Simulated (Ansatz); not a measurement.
Molecule: sum formula ZnO$_{2}$H$_{2}$ (charge -1, doublet). The spin state was set by rule; other spins were not relaxed. 
Coordinates optimised at B3LYP-D3(BJ)/def2-TZVP (Ansatz, an electronic-structure program):
```xyz
5

Zn     0.0026     0.3095     0.0688
O      1.2580    -0.3589    -1.2222
H      1.7676     0.4070    -1.5077
O     -1.2680    -0.8225     0.9596
H     -1.7662    -0.2416     1.5445
```
Charge -1, spin multiplicity 2.

Basis-set convergence of Hartree-Fock and MP2 correlation energies (hartree) with Ansatz. Cores are frozen in the correlated levels unless marked. UHF or UKS for open shells. Spin-orbit coupling is left out. The frozen core is the preceding noble-gas configuration, with the filled d and f shells of earlier blocks. No relativistic terms. This anion needs diffuse functions, which these sets lack.

| basis | functions | E(HF) | E(corr, MP2) |
|---|---|---|---|
| def2-SVP | 69 | -1928.30992 | -0.68667 |
| def2-TZVPP | 154 | ___ | ___ |

Question: Fill in the missing entries.

Answer: 
- def2-TZVPP, E(HF): -1928.78279
- def2-TZVPP, E(corr, MP2): -1.00718
